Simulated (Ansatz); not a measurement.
Born–Oppenheimer molecular dynamics of AlCl₂HO (5 atoms, charge 0, multiplicity 1). It starts from a relaxed structure.

Computed with RKS PBE-D4/def2-SVP (Ansatz).

```
ensemble             : NVT, Nosé–Hoover chain
time step            : 1 fs
steps asked          : 100
set temperature      : 2000 K
thermostat           : time constant 100 fs, chain length 5
temperature schedule : 25 steps to 2000 K, then 75 steps to 6000 K
seed                 : 652041
```

First frame:

```xyz
5
Properties=species:S:1:pos:R:3
Al -0.042 -0.033 -0.037
O -0.019 -0.131 1.663
H -0.826 -0.171 2.200
Cl 1.806 0.035 -1.016
Cl -1.828 0.018 -1.144
```

(1) How far do the bonds stretch over the last three quarters of this one trajectory? (Pairs bonded in most of those frames.)

## Answers

(1) 
```tsv
bond	mean (Å)	spread (Å)	shortest	longest
Al1–O2	1.747	0.124	1.55	1.93
Al1–Cl4	2.104	0.061	1.98	2.18
Al1–Cl5	2.103	0.072	1.97	2.21
O2–H3	0.975	0.010	0.95	1.00
```

Mean temperature of the second half: 1215 K. The conserved energy stayed within 1.1 meV per atom of its start (net change -0.15 meV per atom), so the integration is sound. The schedule's set-point averaged 4667 K over the second half and the system 1215 K, so it lags behind the ramp. A run of 0.1 ps of so small a system gives no equilibrium averages.

Time of the run: 81 s on 1 thread of Intel(R) Xeon(R) 6975P-C (Granite Rapids), with other jobs on the host, peak memory 0.13 GiB.
